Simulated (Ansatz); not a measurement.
A search over several starts for the lowest SCF solution of Nb₄ at the given spin, in a small basis.

```yaml
crystal:
  periodic: [false, false, false]
  atoms:
    - {symbol: Nb, position_ang: [-1.336724, -0.812722, -0.111490]}
    - {symbol: Nb, position_ang: [0.395123, 0.182975, -1.506669]}
    - {symbol: Nb, position_ang: [0.144608, 1.460382, 0.552905]}
    - {symbol: Nb, position_ang: [0.796993, -0.830644, 1.065254]}
basis:
  gaussian: {orbitals: def2-SVP, initial_orbitals: start.molden}
magnetization: {spin_polarized: true, initial_magnetization: 4}
hamiltonian: {xc: pbe0, dispersion: d4}
output: {orbitals: {seedname: orbitals}}
```

The file start.molden holds the orbitals of an earlier run on this structure, at another level or in another basis.

```sh
$ ansatz run in.yaml --threads 4 --pin off --events-out ev --progress --plain --max-ram 3916MiB
```

Output, abridged:

```
Functional definition: PBE0
1288 factors; their error is unknown
mean field evaluation 1: about -6193.0950 eV, gradient 2.4e0 eV
mean field evaluation 2: about -6193.1579 eV, gradient 9.7e-2 eV
mean field evaluation 4: about -6193.2481 eV, gradient 2.2e-3 eV
mean field evaluation 8: about -6193.2481 eV, gradient 3.5e-5 eV
mean field evaluation 16: about -6192.3378 eV, gradient 1.1e1 eV
mean field evaluation 32: about -6193.2481 eV, gradient 3.7e-3 eV
mean field -6193.24810962 eV, -227.5976700941 hartree, gradient 1.1e-5 eV, S^2 6.045435; 7 other end points of the search recorded, 0 dependent functions left out
reference -6193.24813744 eV, -227.5976711165 hartree; 28, 24 occupied and 96, 100 virtual orbitals, 1288 factors
Total energy: -6193.42191805 eV, -227.6040574361 hartree
```

It took 16 s on 4 threads of Arm Neoverse V2 on a shared host.

In the def2 sets Nb takes a core potential; there is no spin–orbit coupling. At PBE0-D4/def2-TZVP a singlet of charge 0 lies 0.67 eV below the quintet, each at its own geometry. The structure comes from a short search, and lower isomers may exist.
